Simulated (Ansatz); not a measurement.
One geometry of the cluster Na6⁻, several levels of theory.

```yaml
crystal:
  periodic: [false, false, false]
  atoms:
    - {symbol: Na, position_ang: [3.711825, -0.317436, 1.809886]}
    - {symbol: Na, position_ang: [1.471088, -0.915566, -0.929324]}
    - {symbol: Na, position_ang: [0.291202, 0.764893, 1.787967]}
    - {symbol: Na, position_ang: [-3.099403, 1.930101, 1.958422]}
    - {symbol: Na, position_ang: [-0.612367, -1.611937, -3.767709]}
    - {symbol: Na, position_ang: [-1.762355, 0.149945, -0.859235]}
basis:
  gaussian: {orbitals: def2-TZVPD, initial_orbitals: start.molden}
total_charge: -1
magnetization: {spin_polarized: true, initial_magnetization: 1}
hamiltonian: {xc: pbe}
scf: {omitted_lower_state_checks: [starts]}
output: {orbitals: {seedname: orbitals}}
```

The file start.molden holds the orbitals of an earlier run on this structure, at another level or in another basis.

```sh
$ ansatz run in.yaml --threads 4 --pin off --events-out ev --progress --plain --max-ram 3916MiB
```

Output, abridged:

```
Functional definition: PBE
1908 factors; their error is unknown
mean field evaluation 1: about -26480.0519 eV, gradient 6.2e0 eV
mean field evaluation 2: about -26480.1285 eV, gradient 1.7e-1 eV
mean field evaluation 4: about -26480.0844 eV, gradient 1.4e-2 eV
mean field evaluation 8: about -26480.0844 eV, gradient 2.8e-5 eV
mean field -26480.08437474 eV, -973.1251519257 hartree, gradient 1.8e-5 eV, S^2 0.808894; 0 other end points of the search recorded, 0 dependent functions left out
reference -26480.08443838 eV, -973.1251542646 hartree; 34, 33 occupied and 176, 177 virtual orbitals, 1908 factors
Total energy: -26480.08443838 eV, -973.1251542646 hartree
Checks for a lower state left out: starts
```

Run time 6.5 s (4 threads of Arm Neoverse V2 on a shared host).

As the first input, with `hamiltonian: {xc: pbe0}` (abridged; 16 s):

```
Functional definition: PBE0
mean field -26482.22315703 eV, -973.2037507251 hartree, gradient 1.1e-5 eV, S^2 0.878016
Total energy: -26482.22320590 eV, -973.2037525211 hartree
Checks for a lower state left out: starts
```

Geometry: B3LYP/def2-SVPD.

At PBE/def2-TZVPD the highest occupied level of the relaxed charge -1 doublet lies above zero (up to 0.21 eV). By energy differences its removal costs 0.81 eV (each at its own geometry, to the charge 0 singlet, at PBE/def2-TZVPD); the vertical value is larger still, so the positive level points to self-interaction error. At PBE0/def2-TZVPD the relaxed charge -1 doublet is spin-contaminated (final ⟨S²⟩ up to 0.88, 0.75 for a pure state). The structure comes from a short search, and lower isomers may exist.
